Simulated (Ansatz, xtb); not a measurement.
# H5PSi3: which of two structures lies lower

We compare X, a singlet given by its coordinates, with Y, a singlet given by its coordinates. Both are isolated molecules in the gas phase, relaxed with B3LYP-D3(BJ)/def2-SVP.

X (Å):

```yaml
atoms:
  - { symbol: P, position_ang: [1.7148, -0.7083, 1.2332] }
  - { symbol: Si, position_ang: [1.2817, -1.0945, -0.7884] }
  - { symbol: Si, position_ang: [-0.4120, 0.1542, 1.2775] }
  - { symbol: Si, position_ang: [-0.8939, -0.2836, -1.0019] }
  - { symbol: H, position_ang: [2.2287, -1.7391, -1.7505] }
  - { symbol: H, position_ang: [-0.4320, 1.6042, 1.6366] }
  - { symbol: H, position_ang: [-1.3004, -0.5677, 2.2375] }
  - { symbol: H, position_ang: [-1.9460, -1.2989, -1.3083] }
  - { symbol: H, position_ang: [-1.0718, 0.8870, -1.9127] }
```

Close contacts (Å): P1–Si2 2.10, P1–Si3 2.30, Si2–Si4 2.33, Si3–Si4 2.37, Si2–H5 1.50, Si3–H6 1.49, Si3–H7 1.49, Si4–H8 1.49, Si4–H9 1.49.

Y (Å):

```yaml
atoms:
  - { symbol: P, position_ang: [-1.4544, 0.4463, 0.0729] }
  - { symbol: Si, position_ang: [0.5281, 0.6769, 1.1090] }
  - { symbol: Si, position_ang: [0.6876, -0.1630, -1.0083] }
  - { symbol: Si, position_ang: [-0.9842, -1.6559, -0.5723] }
  - { symbol: H, position_ang: [0.8723, 2.1023, 1.3480] }
  - { symbol: H, position_ang: [0.9461, -0.1918, 2.2434] }
  - { symbol: H, position_ang: [0.9252, 0.5930, -2.2710] }
  - { symbol: H, position_ang: [-1.8570, -2.1079, -1.6864] }
  - { symbol: H, position_ang: [-0.7131, -2.7514, 0.3987] }
```

Close contacts (Å): P1–Si2 2.25, P1–Si3 2.48, P1–Si4 2.25, Si2–Si3 2.28, Si3–Si4 2.28, Si2–H5 1.49, Si2–H6 1.49, Si3–H7 1.49, Si4–H8 1.49, Si4–H9 1.49.

Which of the two would you expect CCSD(T)/def2-SVP + ΔMP2/def2-TZVPP electronic energies to favour?

Not settled: CCSD(T)/def2-SVP + ΔMP2/def2-TZVPP gives E(Y) − E(X) = −1.33 kcal/mol, but this leans on the basis-set step: CCSD(T) alone gives +0.70 kcal/mol.

The same difference at several levels:

```
                             level               geometry  E(Y) − E(X) (kcal/mol)  departure from the last row (kcal/mol)  job, with rough time for the two
             B3LYP-D3(BJ)/def2-SVP  B3LYP-D3(BJ)/def2-SVP                     +1.86                                   +3.20                optimisation, 23 s
                       HF/def2-SVP  B3LYP-D3(BJ)/def2-SVP                     +2.52                                   +3.85           part of the CCSD(T) run
                      MP2/def2-SVP  B3LYP-D3(BJ)/def2-SVP                     −1.46                                   −0.12           part of the CCSD(T) run
                  CCSD(T)/def2-SVP  B3LYP-D3(BJ)/def2-SVP                     +0.70                                   +2.04                      single point
CCSD(T)/def2-SVP + ΔMP2/def2-TZVPP  B3LYP-D3(BJ)/def2-SVP                     −1.33                                                        single point, 19 s
```

B3LYP-D3(BJ)/def2-SVP, HF/def2-SVP, CCSD(T)/def2-SVP put the two in the other order. The largest departure from CCSD(T)/def2-SVP + ΔMP2/def2-TZVPP is that of HF/def2-SVP, 3.85 kcal/mol. Levels run at GFN2-xTB geometries aren't shown. The last row adds to CCSD(T) the change of the MP2 difference between the two basis sets, here −2.04 kcal/mol.

With harmonic frequencies from B3LYP-D3(BJ)/def2-SVP (ideal gas, rigid rotor, one conformer each, 400 K, 1 atm): the zero-point term adds +0.13 kcal/mol; ΔH is −1.23 and ΔG −0.79 kcal/mol.

The correlated steps freeze 20 core orbitals. Programs: Ansatz 0.2.0; the last row on 2 threads of Arm Neoverse V1 on a shared host.
